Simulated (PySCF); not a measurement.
**The Fe–Cl bond energy of FeCl₃**

All numbers come from PySCF, B3LYP, basis Fe def2-SVP, Cl def2-SVP (no relativity, density fitting).

Each entry is the lowest minimum that a search over a few typed start shapes (and spin states, where more than one is plausible) found, or that minimum re-optimised at the stated level; isomers with ligand–ligand bonds, or fragments after loss of a ligand pair, can lie lower.

Total energies (Eh), which compare only within these settings: Cl atom -460.00602.

```tsv
species	2S+1	group	E (Eh)	ZPE (kJ/mol)
FeCl₂	5	D∞h	-2183.82182	5.9
FeCl₃	6	D3h	-2643.91414	9.4
```

Q: What are De and D0 for FeCl₃ → FeCl₂ + Cl?

A: De = [(-2183.82182) + (-460.00602) − (-2643.91414)] × 2625.5 = 227 kJ/mol. The zero-point energy changes by -3.5 kJ/mol, so D0 = 223 kJ/mol.

Atoms and open shells are unrestricted, without spin–orbit or basis-set superposition corrections.

One determinant describes each species, so states of open d or f shells may be missed.
